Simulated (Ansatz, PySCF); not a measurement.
ClTl, triplet, at a GFN2-xTB geometry (such geometries of metal compounds can be far from the true shape) (a higher spin typed on purpose: for a closed-shell molecule this is an excited state) (core potentials on Tl), with bond 2-1 at 1.4 times its length. Base run: CASSCF(6,7)/def2-SVP in PySCF.

The PySCF input:
```python
from pyscf import gto, scf, mcscf
import numpy

mol = gto.Mole()
mol.atom = '''
    Tl   -0.000000   -0.000000   -0.529533
    Cl    0.000000    0.000000    3.744110
'''
mol.basis = 'def2-svp'
mol.ecp = {'Tl': 'def2-svp'}
mol.charge = 0
mol.spin = 2
mol.verbose = 3
mol.build()

mf = scf.ROHF(mol)
mf.kernel()
mc = mcscf.CASSCF(mf, 7, 6)
mc.fix_spin_(ss=2.0)
mc.kernel()
occ = numpy.linalg.eigvalsh(mc.fcisolver.make_rdm1(mc.ci, mc.ncas, mc.nelecas))[::-1]
ss = mc.fcisolver.spin_square(mc.ci, mc.ncas, mc.nelecas)[0]
print('natural occupations', occ.round(4), ' <S^2>', round(ss, 4))
```

Programs used: Ansatz (an electronic-structure program), PySCF; a row that names a program was run with it.

The base run was repeated with changes; each row names its change, and settings that it needs were set with it.

| change | ΔE vs base (kcal/mol) | natural occupations | <S^2> of the state | outcome |
|---|---|---|---|---|
| base | 0.000 | 2.00 1.95 1.00 1.00 0.03 0.03 0.01 | 2.00 | converged |
| code = ansatz | 0.001 | - | - | converged |
| code = ansatz; correction = SC-NEVPT2, all electrons | -109.1 | - | - | converged |
| state_average = 2 states | 2.08 | - | - | converged |
| orbitals = fixed (CASCI) | 11.58 | 2.00 1.98 1.00 1.00 0.01 0.01 0.00 | 2.00 | converged |
| active space = 10 electrons, 9 orbitals | -3.32 | 2.00 2.00 2.00 1.94 1.00 1.00 0.03 0.03 0.01 | 2.00 | converged |
| active space = 6 electrons, 6 orbitals | 2.59 | 2.00 1.95 1.00 1.00 0.03 0.03 | 2.00 | converged |
| active space = 4 electrons, 5 orbitals | 4.88 | 1.95 1.00 1.00 0.02 0.02 | 2.00 | converged |
| active space = 8 electrons, 9 orbitals | - | - | - | not converged |
| solver = newton | -0.001 | 2.00 1.95 1.00 1.00 0.03 0.03 0.01 | 2.00 | converged |
| active space = 6 electrons, 5 orbitals | 8.38 | 2.00 1.97 1.00 1.00 0.03 | 2.00 | converged |

Active orbitals are taken around the Fermi level unless the row says otherwise; CASSCF can end in different local minima, and two programs can end on different orbitals. State-averaged rows give the lowest state.

Open shells are given as the SCF converged; they aren't shown to be the lowest states, and a large step between rows can be another state.
